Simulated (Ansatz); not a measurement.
C2H6O2Si can be A, `C[SiH](O)C=O`, or B, `CO[Si]OC`.

Calculated with Ansatz (gas phase, PBE0-D4/def2-TZVP geometries, no zero-point term in ΔE). CBS: MP2 limit from def2 TZ/QZ plus the TZ coupled-cluster correction, frozen cores. DFT in def2-TZVPP. One conformer a species, not always the lowest.

**Question.** Which isomer does CCSD(T)/CBS put lower? Give the gap. (Estimate.)

**Answer.** Ansatz gave: A, by 20.9 kJ/mol.

**Question.** Give E(B) − E(A) in kJ/mol with CCSD(T)/def2-TZVPP, r2SCAN-D4, PBE0-D4, B2PLYP, BLYP-D4, PBE-D4, MP2/def2-TZVPP. (Estimate.)

**Answer.** Ansatz gave: CCSD(T)/def2-TZVPP 19.4, r2SCAN-D4 28.8, PBE0-D4 19.3, B2PLYP 16.2, BLYP-D4 7.1, PBE-D4 17.9, MP2/def2-TZVPP 25.4. None reverses the order clearly.

**Question.** Does the order hold for the free energy at 298.15 K (harmonic terms from PBE0-D4)? (Best estimate.)

**Answer.** Computed: Yes: G(B) − G(A) = +36.3 kJ/mol, for one conformer each.

Largest T1 diagnostic: 0.014.

From r2SCAN to r2SCAN0 (25 % exact exchange), in def2-TZVPP and without D4, E(B) − E(A) moves by −3.8 kJ/mol. Leaving LDA and LC-ωPBE aside and taking each functional with its dispersion term where it has one, the values, not all of them listed here, spread over 22.2 kJ/mol, from CAM-B3LYP-D4 to r2SCAN-D4. LDA lies −17.9 kJ/mol from PBE without D4.
